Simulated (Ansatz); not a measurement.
`[F][Ta]([Cl])([Cl])([Cl])[Cl]`, relaxed with RKS PBE-D4/def2-SVP in Ansatz 0.2.0 from a rough embedded geometry. The force threshold is 0.03 eV/Å; the program also tests the step.

The species carries charge 0 and has multiplicity 1. Ta: def2 effective core potential.

Start:

```xyz
6

F    -1.971   -0.321   -0.915
Ta   -0.147   -0.807    0.155
Cl   -0.484   -0.350    2.575
Cl    2.128   -0.606    1.102
Cl    0.890    0.111   -2.491
Cl   -0.416    1.974   -0.426
```

**Question.** How much energy does the relaxation release, and in how many steps? (Estimate.)

**Answer.** Computed: 648.97 kJ/mol, in 9 steps.

**Question.** Which bonds change most? (Estimate.)

**Answer.** Ansatz gave: Ta2–Cl5 from 2.987 to 2.343 Å; Ta2–Cl6 from 2.854 to 2.296 Å; F1–Ta2 from 2.170 to 1.874 Å; Ta2–Cl4 from 2.473 to 2.295 Å.

**Question.** Give the relaxed structure. (An estimate is asked.)

**Answer.** Ansatz gave: 
```xyz
6

F    -1.448   -1.142   -0.564
Ta   -0.041   -0.033   -0.016
Cl   -0.942   -0.164    2.143
Cl    1.970   -0.876    0.700
Cl    0.673   -0.043   -2.248
Cl   -0.212    2.257   -0.016
```
